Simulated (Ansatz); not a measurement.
```xyz
7

C     0.0355   -0.0153   -0.7069
C    -0.0163    0.0051    0.7894
H     0.9405   -0.0341    1.3640
H    -0.9763    0.0036    1.3795
H     0.0082    1.0112   -1.0730
H     0.8502   -0.4669   -1.1516
H    -0.9280   -0.4725   -1.0899
```

Basis set: def2-TZVP (spherical functions). Left uncorrelated: 2 orbitals. Charge 0, multiplicity 2.

Computed with Ansatz (development build ahead of 0.2.0); each method stands on the lowest determinant of its kind that the runs found.

(1) Give the atomization energy at this shape (free ground-state atoms in the same class of orbitals less the molecule, no zero-point energy) of doublet C₂H₅ by PBE0 (unrestricted), UHF-MP2, UHF.

## Answers

(1)

| method | atomization energy |
| --- | --- |
| PBE0 (unrestricted) | 26.10 eV |
| UHF-MP2 | 25.06 eV |
| UHF | 20.03 eV |

Caution: the shape is not the minimum.
